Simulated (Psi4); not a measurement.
sulfur monoxide (OS), triplet, at a GFN2-xTB geometry; B3LYP/aug-cc-pVTZ (Psi4).

Psi4 was given this input:
```
memory 2 GB

molecule {
0 3
O    -0.00000000   -0.00000000   -0.97801093
S     0.00000000    0.00000000    0.48900547
}

set {
  basis aug-cc-pvtz
  reference uks
  s_orthogonalization symmetric
}

energy('b3lyp')
print_variables()
```

The log (banner, timings and long lists left out):

```
   => Loading Basis Set <=

    Name: AUG-CC-PVTZ
    Role: ORBITAL
    Keyword: BASIS

         ---------------------------------------------------------
                                   SCF
               by Justin Turney, Rob Parrish, Andy Simmonett
                          and Daniel G. A. Smith
                              UKS Reference
         ---------------------------------------------------------

  ==> Geometry <==

    Molecular point group: c2v
    Full point group: C_inf_v

    Geometry (in Angstrom), charge = 0, multiplicity = 3:

       Center              X                  Y                   Z               Mass
    ------------   -----------------  -----------------  -----------------  -----------------
         O            0.000000000000     0.000000000000    -0.977829896510    15.994914619570
         S            0.000000000000     0.000000000000     0.489186503490    31.972071174400

  Running in c2v symmetry.

  Rotational constants: A = ************  B =      0.73471  C =      0.73471 [cm^-1]
  Rotational constants: A = ************  B =  22026.06887  C =  22026.06887 [MHz]
  Nuclear repulsion =   46.171728527206653

  Charge       = 0
  Multiplicity = 3
  Electrons    = 24
  Nalpha       = 13
  Nbeta        = 11

  ==> Algorithm <==

  SCF Algorithm Type is DF.
  DIIS enabled.
  MOM disabled.
  Fractional occupation disabled.
  Guess Type is SAD.
  Energy threshold   = 1.00e-06
  Density threshold  = 1.00e-06
  Integral threshold = 1.00e-12

  ==> Primary Basis <==

  Basis Set: AUG-CC-PVTZ
    Blend: AUG-CC-PVTZ
    Number of shells: 30
    Number of basis functions: 96
    Number of Cartesian functions: 114
    Spherical Harmonics?: true
    Max angular momentum: 3

  ==> DFT Potential <==

   => LibXC <=

    Version 7.1.2
    S. Lehtola, C. Steigemann, M. J. T. Oliveira, and M. A. L. Marques,  SoftwareX 7, 1–5 (2018) (10.1016/j.softx.2017.11.002)

   => Composite Functional: B3LYP <=

    B3LYP Hyb-GGA Exchange-Correlation Functional

    P. J. Stephens, F. J. Devlin, C. F. Chabalowski, and M. J. Frisch,  J. Phys. Chem. 98, 11623 (1994) (10.1021/j100096a001)

    Deriv               =              1
    GGA                 =           TRUE
    Meta                =          FALSE

    Exchange Hybrid     =           TRUE
    MP2 Hybrid          =          FALSE

   => Exchange Functionals <=

    0.0800   Slater exchange
    0.7200         Becke 88

   => Exact (HF) Exchange <=

    0.2000               HF

   => Correlation Functionals <=

    0.1900   Vosko, Wilk & Nusair (VWN5_RPA)
    0.8100   Lee, Yang & Parr

   => LibXC Density Thresholds  <==

    XC_HYB_GGA_XC_B3LYP:  1.00E-15

   => Molecular Quadrature <=

    Radial Scheme          =       TREUTLER
    Pruning Scheme         =           NONE
    Nuclear Scheme         =       TREUTLER

    Blocking Scheme        =         OCTREE
    BS radius alpha        =              1
    Pruning alpha          =              1
    Radial Points          =             75
    Spherical Points       =            302
    Total Points           =          44336
    Total Blocks           =            411
    Max Points             =            255
    Max Functions          =             96
    Weights Tolerance      =       1.00E-15

   => Loading Basis Set <=

    Name: (AUG-CC-PVTZ AUX)
    Role: JKFIT
    Keyword: DF_BASIS_SCF

  ==> Integral Setup <==

  SCF_SUBTYPE=INCORE selected. In-core MEM_DF algorithm will be used.
  Using in-core AOs.

  ==> MemDFJK: Density-Fitted J/K Matrices <==

    J tasked:                   Yes
    K tasked:                   Yes
    wK tasked:                   No
    Algorithm:                 Core
    Schwarz Cutoff:           1E-12
    Mask sparsity (%):       0.0000
    Fitting Condition:        1E-10

   => Auxiliary Basis Set <=

  Basis Set: (AUG-CC-PVTZ AUX)
    Blend: AUG-CC-PVTZ-JKFIT
    Number of shells: 72
    Number of basis functions: 250
    Number of Cartesian functions: 311
    Spherical Harmonics?: true
    Max angular momentum: 4

    Using symmetric orthogonalization.
  Minimum eigenvalue in the overlap matrix is 4.7646271244E-04.
  Reciprocal condition number of the overlap matrix is 9.8415515712E-05.

  ==> Pre-Iterations <==

  SCF Guess: Superposition of Atomic Densities via on-the-fly atomic UHF (no occupation information).

   -------------------------
    Irrep   Nso     Nmo
   -------------------------
     A1        40      40
     A2        10      10
     B1        23      23
     B2        23      23
   -------------------------
    Total      96      96
   -------------------------

  ==> Iterations <==

                           Total Energy        Delta E     RMS |[F,P]|

   @DF-UKS iter SAD:  -473.17844885271899   -4.73178e+02   0.00000e+00
   @DF-UKS iter   1:  -473.26828809648867   -8.98392e-02   1.25900e-02 DIIS/ADIIS
   @DF-UKS iter   2:  -472.26773415978369    1.00055e+00   3.04312e-02 DIIS/ADIIS
   @DF-UKS iter   3:  -473.42392583452875   -1.15619e+00   2.38919e-03 DIIS/ADIIS
   @DF-UKS iter   4:  -473.42760029342264   -3.67446e-03   1.05437e-03 DIIS/ADIIS
   @DF-UKS iter   5:  -473.42890736123866   -1.30707e-03   3.29683e-04 DIIS/ADIIS
   @DF-UKS iter   6:  -473.42904056006552   -1.33199e-04   8.26978e-05 DIIS
   @DF-UKS iter   7:  -473.42904931371243   -8.75365e-06   8.58235e-06 DIIS
   @DF-UKS iter   8:  -473.42904953752299   -2.23811e-07   3.29387e-06 DIIS
   @DF-UKS iter   9:  -473.42904955618638   -1.86634e-08   6.12553e-07 DIIS
  Energy and wave function converged.

  ==> Post-Iterations <==

   Electrons on quadrature grid:
      Nalpha   =   12.9999975053 ; deviation = -2.495e-06
      Nbeta    =   10.9999987295 ; deviation = -1.270e-06
      Ntotal   =   23.9999962348 ; deviation = -3.765e-06

   @Spin Contamination Metric:   9.376328067E-03
   @S^2 Expected:                2.000000000E+00
   @S^2 Observed:                2.009376328E+00
   @S   Expected:                1.000000000E+00
   @S   Observed:                1.000000000E+00

    Orbital Energies [Eh]
    ---------------------

    Alpha Occupied:

[...]
       3B2    -0.267826

    Alpha Virtual:

[...]
    Beta Occupied:

[...]
    Beta Virtual:

[...]
      40A1    10.762407

    Final Occupation by Irrep:
             A1    A2    B1    B2
    DOCC [     7,    0,    2,    2 ]
    SOCC [     0,    0,    1,    1 ]
    NA   [     7,    0,    3,    3 ]
    NB   [     7,    0,    2,    2 ]

  @DF-UKS Final Energy:  -473.42904955618638

   => Energetics <=

    Nuclear Repulsion Energy =             46.1717285272066533
    One-Electron Energy =                -744.4664722262887153
    Two-Electron Energy =                 252.4680536109858622
    DFT Exchange-Correlation Energy =     -27.6023594680901496
    Empirical Dispersion Energy =           0.0000000000000000
    VV10 Nonlocal Energy =                  0.0000000000000000
    Total Energy =                       -473.4290495561863850

  UHF NO Occupations:
  HONO-2 :    2 B2 1.9983305
  HONO-1 :    3 B1 1.0000000
  HONO-0 :    3 B2 1.0000000
  LUNO+0 :    4 B1 0.0016695
  LUNO+1 :    4 B2 0.0016695
  LUNO+2 :    8 A1 0.0010158
  LUNO+3 :    9 A1 0.0002641

Computation Completed

Properties will be evaluated at   0.000000,   0.000000,   0.000000 [a0]

Properties computed using the SCF density matrix

 Multipole Moments:

 ------------------------------------------------------------------------------------
     Multipole            Electronic (a.u.)      Nuclear  (a.u.)        Total (a.u.)
 ------------------------------------------------------------------------------------

 L = 1.  Multiply by 2.5417464519 to convert [e a0] to [Debye]
 Dipole X            :          0.0000000            0.0000000            0.0000000
 Dipole Y            :          0.0000000            0.0000000            0.0000000
 Dipole Z            :          0.5761574            0.0082106            0.5843680
 Magnitude           :                                                    0.5843680

 ------------------------------------------------------------------------------------

  Variable Map:
  ----------------------------------------------------------------------------
[...]
  Array Variable Map:
  ----------------------------------------------------------------------------
[...]
[...]
```
